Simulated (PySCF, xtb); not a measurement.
H6O2Si2, SMILES [SiH2](O[SiH3])O.

GFN2-xTB run with xtb 6.7.1 at its own geometry gives an orbital gap of 6.04 eV and a dipole moment of 1.12 D.

Geometry optimised at PBE-D3(BJ)/def2-SVP. One conformer was computed; it need not be the lowest.

Q: What does PBE/def2-TZVP (PySCF) give? (The exact figures need the calculation; the answer reports its results.)

A: gap 6.49 eV (levels -7.37 and -0.88 eV), dipole 0.99 D.
